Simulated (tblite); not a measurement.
Compound: C5H4O2.
Bonds: O1–C2 (double), C2–O3, C2–C4, C4–C5 (double), C5–C6, C6–C7 (double), C5–C7. Hydrogens: H8 on O3; H9 on C4; H10 on C6; H11 on C7.

Computed with GFN2-xTB (tblite), gas phase: Langevin dynamics at 300 K from the optimised GFN2-xTB geometry, time step 0.5 fs, friction 0.01 fs⁻¹, 2000 steps. The instantaneous temperature is 2·E(kin)/(3Nk) with all 3N coordinates.

```json
{"t (fs)": "0", "T (K)": "263", "E(pot) above start (eV)": "0.000", "O1=C2 (Å)": "1.209", "C2–O3 (Å)": "1.355", "C2–C4 (Å)": "1.454", "C4=C5 (Å)": "1.325", "C5–C6 (Å)": "1.439", "O3–H8 (Å)": "0.969", "O1–C2–C4–C5 (°)": "180"}
{"t (fs)": "25", "T (K)": "145", "E(pot) above start (eV)": "0.209", "O1=C2 (Å)": "1.193", "C2–O3 (Å)": "1.337", "C2–C4 (Å)": "1.479", "C4=C5 (Å)": "1.359", "C5–C6 (Å)": "1.485", "O3–H8 (Å)": "0.977", "O1–C2–C4–C5 (°)": "178"}
{"t (fs)": "50", "T (K)": "239", "E(pot) above start (eV)": "0.149", "O1=C2 (Å)": "1.190", "C2–O3 (Å)": "1.342", "C2–C4 (Å)": "1.467", "C4=C5 (Å)": "1.341", "C5–C6 (Å)": "1.430", "O3–H8 (Å)": "0.969", "O1–C2–C4–C5 (°)": "175"}
{"t (fs)": "75", "T (K)": "183", "E(pot) above start (eV)": "0.272", "O1=C2 (Å)": "1.252", "C2–O3 (Å)": "1.363", "C2–C4 (Å)": "1.448", "C4=C5 (Å)": "1.321", "C5–C6 (Å)": "1.438", "O3–H8 (Å)": "0.982", "O1–C2–C4–C5 (°)": "163"}
{"t (fs)": "100", "T (K)": "323", "E(pot) above start (eV)": "0.168", "O1=C2 (Å)": "1.217", "C2–O3 (Å)": "1.369", "C2–C4 (Å)": "1.468", "C4=C5 (Å)": "1.340", "C5–C6 (Å)": "1.413", "O3–H8 (Å)": "0.949", "O1–C2–C4–C5 (°)": "158"}
{"t (fs)": "125", "T (K)": "167", "E(pot) above start (eV)": "0.266", "O1=C2 (Å)": "1.195", "C2–O3 (Å)": "1.331", "C2–C4 (Å)": "1.464", "C4=C5 (Å)": "1.293", "C5–C6 (Å)": "1.454", "O3–H8 (Å)": "0.958", "O1–C2–C4–C5 (°)": "162"}
{"t (fs)": "150", "T (K)": "197", "E(pot) above start (eV)": "0.237", "O1=C2 (Å)": "1.211", "C2–O3 (Å)": "1.322", "C2–C4 (Å)": "1.462", "C4=C5 (Å)": "1.313", "C5–C6 (Å)": "1.468", "O3–H8 (Å)": "0.971", "O1–C2–C4–C5 (°)": "167"}
{"t (fs)": "175", "T (K)": "300", "E(pot) above start (eV)": "0.202", "O1=C2 (Å)": "1.209", "C2–O3 (Å)": "1.370", "C2–C4 (Å)": "1.464", "C4=C5 (Å)": "1.322", "C5–C6 (Å)": "1.402", "O3–H8 (Å)": "0.951", "O1–C2–C4–C5 (°)": "175"}
{"t (fs)": "200", "T (K)": "242", "E(pot) above start (eV)": "0.318", "O1=C2 (Å)": "1.201", "C2–O3 (Å)": "1.413", "C2–C4 (Å)": "1.439", "C4=C5 (Å)": "1.327", "C5–C6 (Å)": "1.422", "O3–H8 (Å)": "0.999", "O1–C2–C4–C5 (°)": "-178"}
{"t (fs)": "225", "T (K)": "214", "E(pot) above start (eV)": "0.336", "O1=C2 (Å)": "1.207", "C2–O3 (Å)": "1.349", "C2–C4 (Å)": "1.402", "C4=C5 (Å)": "1.363", "C5–C6 (Å)": "1.484", "O3–H8 (Å)": "0.951", "O1–C2–C4–C5 (°)": "179"}
{"t (fs)": "250", "T (K)": "306", "E(pot) above start (eV)": "0.356", "O1=C2 (Å)": "1.233", "C2–O3 (Å)": "1.377", "C2–C4 (Å)": "1.413", "C4=C5 (Å)": "1.355", "C5–C6 (Å)": "1.451", "O3–H8 (Å)": "0.982", "O1–C2–C4–C5 (°)": "-175"}
{"t (fs)": "275", "T (K)": "272", "E(pot) above start (eV)": "0.334", "O1=C2 (Å)": "1.188", "C2–O3 (Å)": "1.415", "C2–C4 (Å)": "1.476", "C4=C5 (Å)": "1.301", "C5–C6 (Å)": "1.403", "O3–H8 (Å)": "0.979", "O1–C2–C4–C5 (°)": "-171"}
{"t (fs)": "300", "T (K)": "385", "E(pot) above start (eV)": "0.305", "O1=C2 (Å)": "1.204", "C2–O3 (Å)": "1.337", "C2–C4 (Å)": "1.463", "C4=C5 (Å)": "1.285", "C5–C6 (Å)": "1.432", "O3–H8 (Å)": "0.951", "O1–C2–C4–C5 (°)": "179"}
{"t (fs)": "325", "T (K)": "368", "E(pot) above start (eV)": "0.389", "O1=C2 (Å)": "1.227", "C2–O3 (Å)": "1.324", "C2–C4 (Å)": "1.455", "C4=C5 (Å)": "1.334", "C5–C6 (Å)": "1.422", "O3–H8 (Å)": "1.027", "O1–C2–C4–C5 (°)": "-179"}
{"t (fs)": "350", "T (K)": "348", "E(pot) above start (eV)": "0.397", "O1=C2 (Å)": "1.208", "C2–O3 (Å)": "1.405", "C2–C4 (Å)": "1.486", "C4=C5 (Å)": "1.347", "C5–C6 (Å)": "1.483", "O3–H8 (Å)": "0.934", "O1–C2–C4–C5 (°)": "-168"}
{"t (fs)": "375", "T (K)": "326", "E(pot) above start (eV)": "0.509", "O1=C2 (Å)": "1.208", "C2–O3 (Å)": "1.331", "C2–C4 (Å)": "1.467", "C4=C5 (Å)": "1.333", "C5–C6 (Å)": "1.404", "O3–H8 (Å)": "1.023", "O1–C2–C4–C5 (°)": "-162"}
{"t (fs)": "400", "T (K)": "410", "E(pot) above start (eV)": "0.382", "O1=C2 (Å)": "1.237", "C2–O3 (Å)": "1.352", "C2–C4 (Å)": "1.439", "C4=C5 (Å)": "1.327", "C5–C6 (Å)": "1.415", "O3–H8 (Å)": "0.960", "O1–C2–C4–C5 (°)": "-168"}
{"t (fs)": "425", "T (K)": "253", "E(pot) above start (eV)": "0.411", "O1=C2 (Å)": "1.203", "C2–O3 (Å)": "1.368", "C2–C4 (Å)": "1.505", "C4=C5 (Å)": "1.303", "C5–C6 (Å)": "1.485", "O3–H8 (Å)": "0.980", "O1–C2–C4–C5 (°)": "-176"}
{"t (fs)": "450", "T (K)": "290", "E(pot) above start (eV)": "0.352", "O1=C2 (Å)": "1.221", "C2–O3 (Å)": "1.345", "C2–C4 (Å)": "1.460", "C4=C5 (Å)": "1.353", "C5–C6 (Å)": "1.371", "O3–H8 (Å)": "0.976", "O1–C2–C4–C5 (°)": "-172"}
{"t (fs)": "475", "T (K)": "332", "E(pot) above start (eV)": "0.340", "O1=C2 (Å)": "1.256", "C2–O3 (Å)": "1.349", "C2–C4 (Å)": "1.503", "C4=C5 (Å)": "1.287", "C5–C6 (Å)": "1.468", "O3–H8 (Å)": "0.938", "O1–C2–C4–C5 (°)": "174"}
{"t (fs)": "500", "T (K)": "339", "E(pot) above start (eV)": "0.431", "O1=C2 (Å)": "1.201", "C2–O3 (Å)": "1.319", "C2–C4 (Å)": "1.527", "C4=C5 (Å)": "1.357", "C5–C6 (Å)": "1.435", "O3–H8 (Å)": "1.010", "O1–C2–C4–C5 (°)": "156"}
{"t (fs)": "525", "T (K)": "349", "E(pot) above start (eV)": "0.425", "O1=C2 (Å)": "1.215", "C2–O3 (Å)": "1.279", "C2–C4 (Å)": "1.482", "C4=C5 (Å)": "1.331", "C5–C6 (Å)": "1.443", "O3–H8 (Å)": "0.960", "O1–C2–C4–C5 (°)": "157"}
{"t (fs)": "550", "T (K)": "352", "E(pot) above start (eV)": "0.313", "O1=C2 (Å)": "1.224", "C2–O3 (Å)": "1.325", "C2–C4 (Å)": "1.476", "C4=C5 (Å)": "1.345", "C5–C6 (Å)": "1.458", "O3–H8 (Å)": "0.968", "O1–C2–C4–C5 (°)": "155"}
{"t (fs)": "575", "T (K)": "250", "E(pot) above start (eV)": "0.280", "O1=C2 (Å)": "1.220", "C2–O3 (Å)": "1.343", "C2–C4 (Å)": "1.497", "C4=C5 (Å)": "1.331", "C5–C6 (Å)": "1.443", "O3–H8 (Å)": "0.995", "O1–C2–C4–C5 (°)": "165"}
{"t (fs)": "600", "T (K)": "218", "E(pot) above start (eV)": "0.264", "O1=C2 (Å)": "1.218", "C2–O3 (Å)": "1.337", "C2–C4 (Å)": "1.449", "C4=C5 (Å)": "1.287", "C5–C6 (Å)": "1.412", "O3–H8 (Å)": "0.947", "O1–C2–C4–C5 (°)": "162"}
{"t (fs)": "625", "T (K)": "351", "E(pot) above start (eV)": "0.274", "O1=C2 (Å)": "1.218", "C2–O3 (Å)": "1.379", "C2–C4 (Å)": "1.465", "C4=C5 (Å)": "1.319", "C5–C6 (Å)": "1.414", "O3–H8 (Å)": "1.001", "O1–C2–C4–C5 (°)": "164"}
{"t (fs)": "650", "T (K)": "278", "E(pot) above start (eV)": "0.442", "O1=C2 (Å)": "1.211", "C2–O3 (Å)": "1.379", "C2–C4 (Å)": "1.474", "C4=C5 (Å)": "1.339", "C5–C6 (Å)": "1.488", "O3–H8 (Å)": "0.932", "O1–C2–C4–C5 (°)": "175"}
{"t (fs)": "675", "T (K)": "231", "E(pot) above start (eV)": "0.496", "O1=C2 (Å)": "1.203", "C2–O3 (Å)": "1.356", "C2–C4 (Å)": "1.455", "C4=C5 (Å)": "1.348", "C5–C6 (Å)": "1.394", "O3–H8 (Å)": "0.994", "O1–C2–C4–C5 (°)": "-173"}
{"t (fs)": "700", "T (K)": "234", "E(pot) above start (eV)": "0.326", "O1=C2 (Å)": "1.220", "C2–O3 (Å)": "1.399", "C2–C4 (Å)": "1.447", "C4=C5 (Å)": "1.333", "C5–C6 (Å)": "1.426", "O3–H8 (Å)": "0.963", "O1–C2–C4–C5 (°)": "-176"}
{"t (fs)": "725", "T (K)": "260", "E(pot) above start (eV)": "0.293", "O1=C2 (Å)": "1.237", "C2–O3 (Å)": "1.382", "C2–C4 (Å)": "1.441", "C4=C5 (Å)": "1.315", "C5–C6 (Å)": "1.436", "O3–H8 (Å)": "0.953", "O1–C2–C4–C5 (°)": "-151"}
{"t (fs)": "750", "T (K)": "282", "E(pot) above start (eV)": "0.314", "O1=C2 (Å)": "1.190", "C2–O3 (Å)": "1.361", "C2–C4 (Å)": "1.457", "C4=C5 (Å)": "1.325", "C5–C6 (Å)": "1.440", "O3–H8 (Å)": "0.980", "O1–C2–C4–C5 (°)": "-161"}
{"t (fs)": "775", "T (K)": "358", "E(pot) above start (eV)": "0.251", "O1=C2 (Å)": "1.203", "C2–O3 (Å)": "1.339", "C2–C4 (Å)": "1.473", "C4=C5 (Å)": "1.315", "C5–C6 (Å)": "1.476", "O3–H8 (Å)": "0.955", "O1–C2–C4–C5 (°)": "-165"}
{"t (fs)": "800", "T (K)": "266", "E(pot) above start (eV)": "0.311", "O1=C2 (Å)": "1.237", "C2–O3 (Å)": "1.335", "C2–C4 (Å)": "1.470", "C4=C5 (Å)": "1.330", "C5–C6 (Å)": "1.430", "O3–H8 (Å)": "0.961", "O1–C2–C4–C5 (°)": "175"}
{"t (fs)": "825", "T (K)": "198", "E(pot) above start (eV)": "0.411", "O1=C2 (Å)": "1.206", "C2–O3 (Å)": "1.344", "C2–C4 (Å)": "1.465", "C4=C5 (Å)": "1.342", "C5–C6 (Å)": "1.405", "O3–H8 (Å)": "0.974", "O1–C2–C4–C5 (°)": "-167"}
{"t (fs)": "850", "T (K)": "272", "E(pot) above start (eV)": "0.272", "O1=C2 (Å)": "1.189", "C2–O3 (Å)": "1.335", "C2–C4 (Å)": "1.445", "C4=C5 (Å)": "1.318", "C5–C6 (Å)": "1.489", "O3–H8 (Å)": "0.968", "O1–C2–C4–C5 (°)": "-174"}
{"t (fs)": "875", "T (K)": "265", "E(pot) above start (eV)": "0.418", "O1=C2 (Å)": "1.244", "C2–O3 (Å)": "1.386", "C2–C4 (Å)": "1.432", "C4=C5 (Å)": "1.366", "C5–C6 (Å)": "1.452", "O3–H8 (Å)": "0.956", "O1–C2–C4–C5 (°)": "178"}
{"t (fs)": "900", "T (K)": "245", "E(pot) above start (eV)": "0.286", "O1=C2 (Å)": "1.224", "C2–O3 (Å)": "1.358", "C2–C4 (Å)": "1.445", "C4=C5 (Å)": "1.306", "C5–C6 (Å)": "1.468", "O3–H8 (Å)": "1.011", "O1–C2–C4–C5 (°)": "-170"}
{"t (fs)": "925", "T (K)": "243", "E(pot) above start (eV)": "0.421", "O1=C2 (Å)": "1.165", "C2–O3 (Å)": "1.344", "C2–C4 (Å)": "1.447", "C4=C5 (Å)": "1.351", "C5–C6 (Å)": "1.407", "O3–H8 (Å)": "0.914", "O1–C2–C4–C5 (°)": "-162"}
{"t (fs)": "950", "T (K)": "300", "E(pot) above start (eV)": "0.486", "O1=C2 (Å)": "1.229", "C2–O3 (Å)": "1.348", "C2–C4 (Å)": "1.517", "C4=C5 (Å)": "1.335", "C5–C6 (Å)": "1.493", "O3–H8 (Å)": "1.054", "O1–C2–C4–C5 (°)": "-170"}
{"t (fs)": "975", "T (K)": "362", "E(pot) above start (eV)": "0.446", "O1=C2 (Å)": "1.231", "C2–O3 (Å)": "1.318", "C2–C4 (Å)": "1.444", "C4=C5 (Å)": "1.316", "C5–C6 (Å)": "1.383", "O3–H8 (Å)": "0.915", "O1–C2–C4–C5 (°)": "-161"}
{"t (fs)": "1000", "T (K)": "353", "E(pot) above start (eV)": "0.454", "O1=C2 (Å)": "1.179", "C2–O3 (Å)": "1.358", "C2–C4 (Å)": "1.467", "C4=C5 (Å)": "1.290", "C5–C6 (Å)": "1.432", "O3–H8 (Å)": "0.997", "O1–C2–C4–C5 (°)": "-152"}
```

Task: From 500 fs on, how do temperature and potential energy compare with equipartition?

Result: The mean temperature of these 21 frames is 286 K against the target 300 K, and the mean potential energy 0.36 eV against 27 × kT/2 = 0.35 eV for 27 classical harmonic modes. For 11 atoms in a canonical ensemble the temperature itself scatters by T·√(2/(3N)) = 74 K; here its standard deviation is 51 K. The whole run lasts only 10 friction times of 100 fs, so these averages carry a wide statistical error.

Task: What are the kinetic and total energies of the listed frame with the highest potential energy?

Result: The one at 375 fs, 0.509 eV above the start. Its kinetic energy is 3NkT/2 = 0.464 eV at 326 K, so the sum is 0.97 eV; over the listed frames the sum runs from 0.37 to 0.97 eV, since the thermostat adds and removes energy.

Task: How much do the listed bonds fluctuate from 500 fs on?

Result: 
```csv
bond,at the start (Å),mean (Å),standard deviation (Å)
O1=C2,1.209,1.213,0.020
C2–O3,1.355,1.349,0.027
C2–C4,1.454,1.465,0.024
C4=C5,1.325,1.328,0.020
C5–C6,1.439,1.439,0.031
O3–H8,0.969,0.972,0.033
```

The motion is classical and holds no zero-point motion.

What follows is the cost of the whole dynamics run. Time: 7.9 s of wall time; peak memory 0.18 GiB. Hardware: an Arm Neoverse V1 with one thread, shared host with 32 logical CPUs at a one-minute load of 11.
